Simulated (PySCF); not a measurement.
Finite-field polarisability of Te (tellurium, neutral)

[Kr] 4d10 5s2 5p4, high-spin 3P determinant. All numbers are calculated (PySCF 2.14, scalar relativity by spin-free X2C-1e, in ANO-RCC-VTZP). Frozen: [Kr] 4d10. Energy changes in a uniform field (μhartree):

```json
{"axis": "x", "F (au)": "0.003", "HF": "-98.728", "MP2": "-97.424", "CCSD": "-97.142", "CCSD(T)": "-96.994"}
{"axis": "x", "F (au)": "0.006", "HF": "-394.916", "MP2": "-389.699", "CCSD": "-388.569", "CCSD(T)": "-387.977"}
{"axis": "y", "F (au)": "0.003", "HF": "-98.182", "MP2": "-96.821", "CCSD": "-96.286", "CCSD(T)": "-96.210"}
{"axis": "y", "F (au)": "0.006", "HF": "-392.740", "MP2": "-387.294", "CCSD": "-385.154", "CCSD(T)": "-384.850"}
```

By symmetry the remaining axis equals x.

Q: Derive α along x at CCSD(T) from the two fields.

A: With ΔE = −αF²/2 − γF⁴/24, α = −(16 ΔE(F) − ΔE(2F))/(6F²) = 21.55 bohr³.

Q: And the mean polarisability at each level?

A: The components xx, yy, zz at CCSD(T) are 21.55, 21.38, 21.55, the third axis being equal by symmetry to one of the two computed. Means: HF 21.90, MP2 21.61, CCSD 21.52, CCSD(T) 21.50 bohr³. Reference: 38 ± 4 bohr³ (recommended; Schwerdtfeger and Nagle, table of static dipole polarizabilities (2023 update)).

CCSD(T) lies more than 5 % below the reference, which points to too few diffuse and polarisation functions.

The basis has no added diffuse functions, which lowers α.
